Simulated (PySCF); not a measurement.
# A ladder of Hamiltonians for Si²⁺ (silicon, charge +2)

Occupied: 1s1/2, 2s1/2, 2p1/2, 2p3/2, 3s1/2. Hartree-Fock calculated with PySCF 2.14 in an uncontracted even-tempered set (20 s from 0.02 bohr⁻², ratio 2.7; 14 p from 0.024 bohr⁻², ratio 2.7), Gaussian nucleus throughout. NR is non-relativistic, sf-X2C the spin-free one-electron X2C Hamiltonian, X2C adds the bare one-electron spin-orbit term, X2C-SNSO screens it by Boettger's factors, DC is four-component Dirac-Coulomb, and the Gaunt and Breit terms are added at first order (total energies over the DC spinors, levels after relaxing the spinors in that mean field). QED terms are absent. Levels marked empty are virtual spinors of this ion; the basis has s and p functions only, so 3d, which can lie below the n = 4 levels, is absent.

| level (eV) | NR | sf-X2C | X2C | X2C-SNSO |
| --- | --- | --- | --- | --- |
| 1s1/2 | -1894.5 | -1899.0 | -1899.0 | -1899.0 |
| 2s1/2 | -189.03 | -189.74 | -189.74 | -189.74 |
| 2p1/2 | -137.17 | -137.13 | -137.67 | -137.60 |
| 2p3/2 | -137.17 | -137.13 | -136.86 | -136.90 |
| 3s1/2 | -32.164 | -32.229 | -32.229 | -32.229 |
| 3p1/2 (empty) | -15.497 | -15.486 | -15.516 | -15.512 |
| 3p3/2 (empty) | -15.497 | -15.486 | -15.472 | -15.474 |
| 4s1/2 (empty) | -7.845 | -7.855 | -7.855 | -7.855 |

Task: Where do the four-component calculations put these levels?

Result: 1s1/2: DC -1899.4, DC+Gaunt -1898.5, DC+Breit -1898.5; 2s1/2: DC -189.76, DC+Gaunt -189.73, DC+Breit -189.72; 2p1/2: DC -137.59, DC+Gaunt -137.52, DC+Breit -137.52; 2p3/2: DC -136.91, DC+Gaunt -136.87, DC+Breit -136.87; 3s1/2: DC -32.231, DC+Gaunt -32.228, DC+Breit -32.228; 3p1/2 (empty): DC -15.511, DC+Gaunt -15.507, DC+Breit -15.508; 3p3/2 (empty): DC -15.474, DC+Gaunt -15.472, DC+Breit -15.473; 4s1/2 (empty): DC -7.856, DC+Gaunt -7.855, DC+Breit -7.855 (eV).

```csv
Hamiltonian,E (hartree),E − E(DC) (hartree),CPU seconds
NR,-287.9921,0.6277,0.5
sf-X2C,-288.5976,0.0222,0.27
X2C,-288.5980,0.0218,0.41
X2C-SNSO,-288.5979,0.0219,0.33
DC,-288.6198,0.0000,12
DC+Gaunt,-288.5611,0.0586,29
DC+Breit,-288.5651,0.0547,150
```

Weight of the small component: 1s1/2 0.00246, 2s1/2 0.000356, 2p1/2 0.000327, 2p3/2 0.000325, 3s1/2 4.71e-05, 3p1/2 3.04e-05, 3p3/2 3.03e-05, 4s1/2 9.34e-06.

Koopmans' value for the highest occupied level at DC+Breit: 32.228 eV, against an ionisation energy of 33.493 eV (measured; NIST Atomic Spectra Database, ionization energies); the former lacks relaxation, correlation, QED and recoil.

Measured binding energies of an electron added to this ion (NIST): 3p1/2 16.346 eV, 3p3/2 16.310 eV, 4s1/2 8.225 eV; the virtual levels lack core polarisation.

The whole ladder took 200 s of wall time on 1 thread of AMD EPYC 7R43 64-Core Processor (shared host), launched as `OMP_NUM_THREADS=1 python relrun2.py TASK.json OUT` (a driver that calls PySCF for each Hamiltonian).

Dirac-Coulomb iterations, started from the X2C spinors:

```
with_ssss True, with_gaunt False, with_breit False
light speed = 137.03599967994
init E= -288.582177091113
cycle= 1 E= -288.619789983901  delta_E= -0.0376  |g|= 0.0261  |ddm|= 0.00479
cycle= 2 E= -288.619791073662  delta_E= -1.09e-06  |g|= 0.000861  |ddm|= 0.00109
cycle= 3 E= -288.61979111745  delta_E= -4.38e-08  |g|= 0.000207  |ddm|= 0.000304
cycle= 4 E= -288.619791120204  delta_E= -2.75e-09  |g|= 1.4e-06  |ddm|= 5.84e-05
cycle= 5 E= -288.619791120206  delta_E= -1.93e-12  |g|= 2.16e-07  |ddm|= 1.87e-06
```
